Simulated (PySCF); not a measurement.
Heteronuclear NMR

Geometry:
```csv
atom,x (Å),y (Å),z (Å)
C1,-2.796,-0.729,-0.426
N2,-1.647,-0.947,0.005
Si3,-0.397,0.213,0.392
N4,-0.065,0.138,2.098
P5,-0.954,2.315,-0.186
N6,0.923,-0.278,-0.586
C7,1.966,0.637,-0.966
C8,1.337,-1.656,-0.612
H9,-3.468,-1.564,-0.606
H10,-3.196,0.270,-0.646
H11,-0.732,0.525,2.749
H12,0.294,-0.732,2.461
H13,-2.097,2.311,0.589
H14,-0.219,2.915,0.816
H15,1.570,1.652,-0.979
H16,2.813,0.598,-0.270
H17,2.332,0.391,-1.966
H18,2.146,-1.846,0.104
H19,0.489,-2.285,-0.363
H20,1.695,-1.917,-1.611
```

How the numbers were obtained: GFN2-xTB structure, PBE0/pcSseg-1 with gauge-including orbitals, in PySCF 2.14 (single conformer, no solvent, non-relativistic Hamiltonian, one averaged value for each set of equivalent atoms).

**Question.** Where does ³¹P resonate?

**Answer.** 
```tsv
atoms	environment	σ (ppm)	δ (ppm)
P5	phosphorus bonded to Si, 2 H	627.0	-249.3
```

Shieldings were converted by a linear fit to measured shifts: ³¹P (scatter 18.1 ppm rms vs H3PO4, solution or neat liquid). Occasional misses reach two or three times the rms, and more in compound classes unlike the fitted ones.

On a 500 MHz spectrometer ³¹P resonates near 202.4 MHz, so 1 ppm is 202.4 Hz.

**Question.** Predict the ²⁹Si NMR data.

**Answer.** 
```
atoms               environment  σ (ppm)  δ (ppm)
  Si3  silicon bonded to 3 N, P    361.9    -17.5
```

Shieldings were converted by a linear fit to measured shifts: ²⁹Si (scatter 8.9 ppm rms, 25.8 ppm with the 6 outliers that the fit left out vs TMS, solution or neat liquid). Occasional misses reach two or three times the rms, and more in compound classes unlike the fitted ones.

On a 500 MHz spectrometer ²⁹Si resonates near 99.3 MHz, so 1 ppm is 99.3 Hz.

**Question.** Where does ¹⁵N resonate?

**Answer.** 
```tsv
atoms	environment	σ (ppm)	δ (ppm)
N2	imine nitrogen	-169.3	8.0
N4	nitrogen bonded to Si, 2 H	227.3	-357.5
N6	nitrogen bonded to 2 C, Si	231.9	-361.8
```

Shieldings were converted by a linear fit to measured shifts: ¹⁵N (scatter 6.3 ppm rms vs CH3NO2, solution or neat liquid). Occasional misses reach two or three times the rms, and more in compound classes unlike the fitted ones.

On a 500 MHz spectrometer ¹⁵N resonates near 50.7 MHz, so 1 ppm is 50.7 Hz.
